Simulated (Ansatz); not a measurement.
This geometry of CH₈OSi₂Sn (13 atoms, charge 0, multiplicity 1) is a first-order saddle point.

Method: RKS LDA/def2-SVP (Ansatz).

```xyz
13
Properties=species:S:1:pos:R:3
C -1.561 0.725 1.609
O -0.725 -0.338 1.932
Sn 0.676 -0.979 0.675
Si 0.376 -1.116 -1.886
Si 1.468 0.767 -1.028
H -1.442 1.564 2.338
H -1.387 1.165 0.593
H -2.634 0.410 1.641
H 1.459 -2.191 1.601
H 1.371 -2.176 -2.294
H -0.782 -1.075 -2.853
H 2.784 1.370 -1.458
H 0.417 1.840 -0.857
```

(1) Which two structures does it join? (They come from a converged band through this point; their orientation in space is the band's.)

(2) How far does it lie above each of them?

Answers

(1) No bond is made or broken. The dihedral H7–C1–O2–Sn3 goes from -64 to 58°. The two ends are copies of one structure, up to a mirror image or an exchange of like atoms.

Image 0:

```xyz
13
Properties=species:S:1:pos:R:3
C -1.456 0.753 1.581
O -0.606 -0.262 1.997
Sn 0.746 -0.965 0.711
Si 0.240 -1.158 -1.807
Si 1.394 0.748 -1.086
H -2.177 0.977 2.402
H -0.926 1.713 1.343
H -2.065 0.487 0.676
H 1.594 -2.126 1.644
H 1.205 -2.210 -2.296
H -1.008 -1.141 -2.654
H 2.687 1.295 -1.638
H 0.391 1.854 -0.858
```

Image 6:

```xyz
13
Properties=species:S:1:pos:R:3
C -1.507 0.708 1.554
O -0.690 -0.341 1.956
Sn 0.709 -0.999 0.698
Si 0.312 -1.097 -1.845
Si 1.427 0.782 -1.004
H -0.952 1.669 1.387
H -2.079 0.498 0.611
H -2.260 0.902 2.354
H 1.513 -2.199 1.620
H 1.304 -2.129 -2.321
H -0.896 -1.059 -2.747
H 2.735 1.364 -1.478
H 0.403 1.867 -0.769
```

(2) 0.047 eV above the first and 0.047 eV above the second. This is the barrier of this one path; another mechanism may lie lower.

Time of the run: 2.5 min on 2 threads of Arm Neoverse V1, with other jobs on the host, peak memory 0.18 GiB.
